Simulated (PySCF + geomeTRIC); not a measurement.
Level of theory: BP86-D3(BJ)/def2-SVP (PySCF + geomeTRIC). fastk is a local helper that only speeds up exchange builds. No frequencies were computed at this level.

```python
import json, numpy as np
from pyscf import gto, dft
from fastk import lowrank_exchange
atoms = """
Zr    -0.096003    -0.218064     0.107344
O     -1.351076    -0.033767    -1.288859
H     -1.751496     0.781733    -1.610983
O      0.316988    -1.891549     0.892786
H      0.018285    -2.783906     0.684058
C     -0.823930     1.210723     1.670683
H     -0.811460     2.246706     1.286606
H     -0.180219     1.183012     2.565725
H     -1.853752     0.990191     1.997913
C      1.788150     0.729766    -0.642191
H      2.182827     0.229651    -1.542269
H      2.579303     0.698966     0.125755
H      1.619356     1.790503    -0.900449
"""
def scf(charge, spin, dm0=None):
    mol = gto.M(atom=atoms, basis='def2-svp', ecp={'Zr': 'def2-svp'}, charge=charge, spin=spin, verbose=3, max_memory=7560)
    mf = dft.KS(mol, xc='bp86').density_fit(auxbasis="def2-universal-jkfit")
    mf.disp = 'd3bj'
    mf.grids.level = 3
    mf.conv_tol = 1e-8
    mf.max_cycle = 120
    mf.level_shift = 0.25
    mf.kernel(dm0)
    if not mf.converged:
        mf = mf.newton().run(mf.mo_coeff, mf.mo_occ).undo_soscf()
    return mf
mf = scf(0, 0)
from pyscf.geomopt.geometric_solver import kernel as optimize
path = []
done, mol = optimize(mf, maxsteps=120, assert_convergence=False, callback=lambda env: path.append((env["energy"], bool(env["g_scanner"].converged))))
res = dict(converged=bool(done and path[-1][1]), energy=path[-1][0], path=[e for e, c in path], xyz=mol.atom_coords(unit="Angstrom").tolist(), nao=mol.nao)
json.dump(res, open("result.json", "w"))
```

Output:

```
converged SCF energy = -278.5535486509
Geometry optimization cycle 1
converged SCF energy = -278.553548647147
cycle 1: E = -278.553548647  dE = -278.554  norm(grad) = 0.0657169
Geometry optimization cycle 2
converged SCF energy = -278.559024642122
cycle 2: E = -278.559024642  dE = -0.00547599  norm(grad) = 0.0297857
Geometry optimization cycle 3
converged SCF energy = -278.560798307754
cycle 3: E = -278.560798308  dE = -0.00177367  norm(grad) = 0.011709
Geometry optimization cycle 4
converged SCF energy = -278.56160412382
cycle 4: E = -278.561604124  dE = -0.000805816  norm(grad) = 0.00838986
Geometry optimization cycle 5
converged SCF energy = -278.562415763786
cycle 5: E = -278.562415764  dE = -0.00081164  norm(grad) = 0.0109143
Geometry optimization cycle 6
converged SCF energy = -278.563428297504
cycle 6: E = -278.563428298  dE = -0.00101253  norm(grad) = 0.0092786
Geometry optimization cycle 7
converged SCF energy = -278.564096845229
cycle 7: E = -278.564096845  dE = -0.000668548  norm(grad) = 0.00904944
Geometry optimization cycle 8
converged SCF energy = -278.563884128774
cycle 8: E = -278.563884129  dE = 0.000212716  norm(grad) = 0.0447249
Geometry optimization cycle 9
converged SCF energy = -278.565209311654
cycle 9: E = -278.565209312  dE = -0.00132518  norm(grad) = 0.0120702
Geometry optimization cycle 10
converged SCF energy = -278.565631637764
cycle 10: E = -278.565631638  dE = -0.000422326  norm(grad) = 0.00921245
Geometry optimization cycle 11
converged SCF energy = -278.56586680274
cycle 11: E = -278.565866803  dE = -0.000235165  norm(grad) = 0.00673133
Geometry optimization cycle 12
converged SCF energy = -278.565931235192
cycle 12: E = -278.565931235  dE = -6.44325e-05  norm(grad) = 0.00338987
Geometry optimization cycle 13
converged SCF energy = -278.565952097802
cycle 13: E = -278.565952098  dE = -2.08626e-05  norm(grad) = 0.00216656
Geometry optimization cycle 14
converged SCF energy = -278.565968453475
cycle 14: E = -278.565968453  dE = -1.63557e-05  norm(grad) = 0.00238241
Geometry optimization cycle 15
converged SCF energy = -278.565979371951
cycle 15: E = -278.565979372  dE = -1.09185e-05  norm(grad) = 0.00125979
Geometry optimization cycle 16
converged SCF energy = -278.565982448222
cycle 16: E = -278.565982448  dE = -3.07627e-06  norm(grad) = 0.000841272
Geometry optimization cycle 17
converged SCF energy = -278.565984825283
cycle 17: E = -278.565984825  dE = -2.37706e-06  norm(grad) = 0.00154859
Geometry optimization cycle 18
converged SCF energy = -278.565985397416
cycle 18: E = -278.565985397  dE = -5.72132e-07  norm(grad) = 0.00181225
Geometry optimization cycle 19
converged SCF energy = -278.565988950365
cycle 19: E = -278.56598895  dE = -3.55295e-06  norm(grad) = 0.00122304
Geometry optimization cycle 20
converged SCF energy = -278.56599319176
cycle 20: E = -278.565993192  dE = -4.2414e-06  norm(grad) = 0.000599465
Geometry optimization cycle 21
converged SCF energy = -278.565994347159
cycle 21: E = -278.565994347  dE = -1.1554e-06  norm(grad) = 0.00106913
Geometry optimization cycle 22
converged SCF energy = -278.565995876404
cycle 22: E = -278.565995876  dE = -1.52924e-06  norm(grad) = 0.000787513
Geometry optimization cycle 23
converged SCF energy = -278.565997165524
cycle 23: E = -278.565997166  dE = -1.28912e-06  norm(grad) = 0.000249058
Geometry optimization cycle 24
converged SCF energy = -278.565997302329
cycle 24: E = -278.565997302  dE = -1.36805e-07  norm(grad) = 0.00031684
Geometry optimization cycle 25
converged SCF energy = -278.565997573243
cycle 25: E = -278.565997573  dE = -2.70914e-07  norm(grad) = 0.000371712
Geometry optimization cycle 26
converged SCF energy = -278.565998043765
cycle 26: E = -278.565998044  dE = -4.70522e-07  norm(grad) = 0.000262378
<class 'geometric.internal.Distance'> : 12
<class 'geometric.internal.Angle'> : 20
<class 'geometric.internal.Dihedral'> : 24
<class 'geometric.internal.TranslationX'> : 1
<class 'geometric.internal.TranslationY'> : 1
<class 'geometric.internal.TranslationZ'> : 1
<class 'geometric.internal.RotationA'> : 1
<class 'geometric.internal.RotationB'> : 1
<class 'geometric.internal.RotationC'> : 1
Step    0 : Gradient = 1.823e-02/4.442e-02 (rms/max) Energy = -278.5535486471
Step    1 : Displace = 7.764e-02/1.794e-01 (rms/max) Trust = 1.000e-01 (=) Grad = 8.261e-03/1.926e-02 (rms/max) E (change) = -278.5590246421 (-5.476e-03) Quality = 0.570
Step    2 : Displace = 2.421e-02/4.407e-02 (rms/max) Trust = 1.000e-01 (=) Grad = 3.247e-03/7.364e-03 (rms/max) E (change) = -278.5607983078 (-1.774e-03) Quality = 1.328
Step    3 : Displace = 3.136e-02/8.207e-02 (rms/max) Trust = 1.414e-01 (+) Grad = 2.327e-03/4.455e-03 (rms/max) E (change) = -278.5616041238 (-8.058e-04) Quality = 1.373
Step    4 : Displace = 4.719e-02/1.341e-01 (rms/max) Trust = 2.000e-01 (+) Grad = 3.027e-03/6.362e-03 (rms/max) E (change) = -278.5624157638 (-8.116e-04) Quality = 1.548
Step    5 : Displace = 7.692e-02/2.196e-01 (rms/max) Trust = 2.828e-01 (+) Grad = 2.573e-03/6.595e-03 (rms/max) E (change) = -278.5634282975 (-1.013e-03) Quality = 1.369
Step    6 : Displace = 5.229e-02/1.432e-01 (rms/max) Trust = 3.000e-01 (+) Grad = 2.510e-03/6.237e-03 (rms/max) E (change) = -278.5640968452 (-6.685e-04) Quality = 1.519
Step    7 : Displace = 6.906e-02/1.710e-01 (rms/max) Trust = 3.000e-01 (=) Grad = 1.240e-02/3.094e-02 (rms/max) E (change) = -278.5638841288 (+2.127e-04) Quality = 0.001
Step    8 : Displace = 2.022e-02/4.684e-02 (rms/max) Trust = 3.453e-02 (-) Grad = 3.348e-03/7.117e-03 (rms/max) E (change) = -278.5652093117 (-1.325e-03) Quality = 1.282
Step    9 : Displace = 1.995e-02/4.108e-02 (rms/max) Trust = 4.883e-02 (+) Grad = 2.555e-03/6.492e-03 (rms/max) E (change) = -278.5656316378 (-4.223e-04) Quality = 1.358
Step   10 : Displace = 2.221e-02/5.229e-02 (rms/max) Trust = 6.906e-02 (+) Grad = 1.867e-03/4.595e-03 (rms/max) E (change) = -278.5658668027 (-2.352e-04) Quality = 1.264
Step   11 : Displace = 1.974e-02/4.195e-02 (rms/max) Trust = 9.767e-02 (+) Grad = 9.402e-04/2.229e-03 (rms/max) E (change) = -278.5659312352 (-6.443e-05) Quality = 1.134
Step   12 : Displace = 5.700e-03/1.194e-02 (rms/max) Trust = 1.381e-01 (+) Grad = 6.009e-04/1.510e-03 (rms/max) E (change) = -278.5659520978 (-2.086e-05) Quality = 1.015
Step   13 : Displace = 5.017e-03/1.059e-02 (rms/max) Trust = 1.953e-01 (+) Grad = 6.608e-04/1.850e-03 (rms/max) E (change) = -278.5659684535 (-1.636e-05) Quality = 1.272
Step   14 : Displace = 7.499e-03/1.479e-02 (rms/max) Trust = 2.762e-01 (+) Grad = 3.494e-04/7.243e-04 (rms/max) E (change) = -278.5659793720 (-1.092e-05) Quality = 0.827
Step   15 : Displace = 4.414e-03/6.739e-03 (rms/max) Trust = 3.000e-01 (+) Grad = 2.333e-04/6.187e-04 (rms/max) E (change) = -278.5659824482 (-3.076e-06) Quality = 0.669
Step   16 : Displace = 8.393e-03/1.281e-02 (rms/max) Trust = 3.000e-01 (=) Grad = 4.295e-04/1.112e-03 (rms/max) E (change) = -278.5659848253 (-2.377e-06) Quality = 0.289
Step   17 : Displace = 7.922e-03/1.223e-02 (rms/max) Trust = 3.000e-01 (=) Grad = 5.026e-04/1.305e-03 (rms/max) E (change) = -278.5659853974 (-5.721e-07) Quality = 0.081
Step   18 : Displace = 3.901e-03/5.729e-03 (rms/max) Trust = 3.961e-03 (-) Grad = 3.392e-04/7.596e-04 (rms/max) E (change) = -278.5659889504 (-3.553e-06) Quality = 0.502
Step   19 : Displace = 4.302e-03/9.080e-03 (rms/max) Trust = 3.961e-03 (=) Grad = 1.663e-04/3.434e-04 (rms/max) E (change) = -278.5659931918 (-4.241e-06) Quality = 0.467
Step   20 : Displace = 4.205e-03/8.030e-03 (rms/max) Trust = 3.961e-03 (=) Grad = 2.965e-04/8.401e-04 (rms/max) E (change) = -278.5659943472 (-1.155e-06) Quality = 0.154
Step   21 : Displace = 1.953e-03/3.354e-03 (rms/max) Trust = 1.981e-03 (-) Grad = 2.184e-04/6.152e-04 (rms/max) E (change) = -278.5659958764 (-1.529e-06) Quality = 0.463
Step   22 : Displace = 1.972e-03/3.857e-03 (rms/max) Trust = 1.981e-03 (=) Grad = 6.908e-05/1.436e-04 (rms/max) E (change) = -278.5659971655 (-1.289e-06) Quality = 0.323
Step   23 : Displace = 2.017e-03/3.600e-03 (rms/max) Trust = 1.981e-03 (=) Grad = 8.788e-05/2.395e-04 (rms/max) E (change) = -278.5659973023 (-1.368e-07) Quality = 0.026
Step   24 : Displace = 9.914e-04/2.131e-03 (rms/max) Trust = 9.903e-04 (-) Grad = 1.031e-04/2.970e-04 (rms/max) E (change) = -278.5659975732 (-2.709e-07) Quality = 0.074
Step   25 : Displace = 5.566e-04/9.453e-04 (rms/max) Trust = 4.951e-04 (-) Grad = 7.277e-05/2.057e-04 (rms/max) E (change) = -278.5659980438 (-4.705e-07) Quality = 0.259
Converged! =D
```

Cost: roughly 13 core-minutes.
